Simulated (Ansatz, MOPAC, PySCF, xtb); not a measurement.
Dimer: CHN (SMILES C#N) (first 3 atoms) with HBr (SMILES Br); geometry from B3LYP-D3(BJ)/def2-TZVP, rigid monomers moved along the line of their centres of mass till N2···H5 is 1.89 Å.
(charge 0, multiplicity 1):
```xyz
5

C     -0.4398    -0.0843    -0.4579
N     -0.2634    -0.2141     0.6651
H     -0.6044     0.0368    -1.5054
Br     0.2498    -0.5913     3.9247
H      0.0278    -0.4277     2.5160
```

Interaction energies are E(AB) − E(A) − E(B) at the monomers' geometry in the complex; basis-set methods are counterpoise corrected.

Correlated levels freeze the cores. Filled d and f shells under p-block atoms count as core. The state reached by PM3, PM7 isn't checked; PM7 holds dispersion and hydrogen-bond terms.

Codes used: Ansatz (Gaussian orbitals); MOPAC for PM3, PM7 (differences of heats of formation); PySCF for the dispersion terms; xtb for the GFN methods. Each number belongs to the level named beside it.

```json
[
 {"level": "GFN-FF", "interaction energy (kcal/mol)": "-2.17"},
 {"level": "PM3", "interaction energy (kcal/mol)": "-6.83"},
 {"level": "PM7", "interaction energy (kcal/mol)": "-3.37"},
 {"level": "GFN2-xTB", "interaction energy (kcal/mol)": "-6.26"},
 {"level": "PBE-D4/def2-TZVPPD", "interaction energy (kcal/mol)": "-4.34"},
 {"level": "B3LYP/def2-TZVPPD", "interaction energy (kcal/mol)": "-2.48"},
 {"level": "PBE0-D3(BJ)/def2-TZVPPD", "interaction energy (kcal/mol)": "-4.09"},
 {"level": "wB97X-V/def2-TZVPPD", "interaction energy (kcal/mol)": "-3.20"},
 {"level": "SCS-MP2/aug-cc-pVDZ", "interaction energy (kcal/mol)": "___"}
]
```

Q: Some entries are withheld; supply them.

A: 
- SCS-MP2/aug-cc-pVDZ, interaction energy (kcal/mol): -2.39

Ansatz is a first-principles code.
